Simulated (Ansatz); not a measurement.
Species: CH3BBrO (charge 0, doublet). It need not be the lowest isomer of its formula. 
Coordinates optimised at B3LYP-D3(BJ)/def2-TZVP (Ansatz, a program for electronic structure):
```
C
H 1 1.0880
H 1 1.0880 2 109.81
H 1 1.0887 2 110.43 3 122.00
O 1 1.4401 2 107.74 3 -117.07
B 5 1.3125 1 128.63 2 -120.79
Br 6 1.9475 5 126.70 1 0.00
```
Charge 0, spin multiplicity 2.

Wanted: atomisation energy (electronic, to ground-state atoms), in kJ/mol. Valence correlation only, unless marked. Open shells are spin-unrestricted. No spin-orbit coupling. Frozen are the shells of the preceding noble gas and the d and f shells that filled before the atom's block. Non-relativistic. The coupled-cluster limit lacks core correlation, which all-electron functionals hold. CBS(X,Y): correlation extrapolated as X^-3; Hartree-Fock from the larger set.

| level | program | atomisation energy (kJ/mol) |
|---|---|---|
| BLYP-D4/def2-TZVPD | Ansatz + dftd4 | 2558.7 |
| B3LYP-D4/def2-TZVPD | Ansatz + dftd4 | (withheld) |
| PBE0/6-31G* | Ansatz | (withheld) |
| PBE0-D4/def2-TZVPD | Ansatz + dftd4 | (withheld) |
| BHLYP-D3(BJ)/def2-TZVPD | Ansatz + dftd3 | 2466.6 |
| B2GP-PLYP-D4/def2-TZVPD | Ansatz + dftd4 | (withheld) |
| B2PLYP-D4/def2-TZVPD | Ansatz + dftd4 | 2529.8 |
| RPA@PBE/cc-pVTZ | Ansatz | 2331.1 |
| SCS-MP2/cc-pVTZ | Ansatz | 2503.3 |
| SCS-MP2/cc-pVQZ | Ansatz | 2547.6 |
| CCSD/cc-pVQZ | Ansatz | 2463.1 |
| CCSD(T)/CBS(cc-pVTZ,cc-pVQZ) | Ansatz | 2537.7 |

Problem. Fill in the missing entries.

Solution. 
- B3LYP-D4/def2-TZVPD, atomisation energy (kJ/mol): 2552.0
- PBE0/6-31G*, atomisation energy (kJ/mol): 2573.8
- PBE0-D4/def2-TZVPD, atomisation energy (kJ/mol): 2575.2
- B2GP-PLYP-D4/def2-TZVPD, atomisation energy (kJ/mol): 2520.7
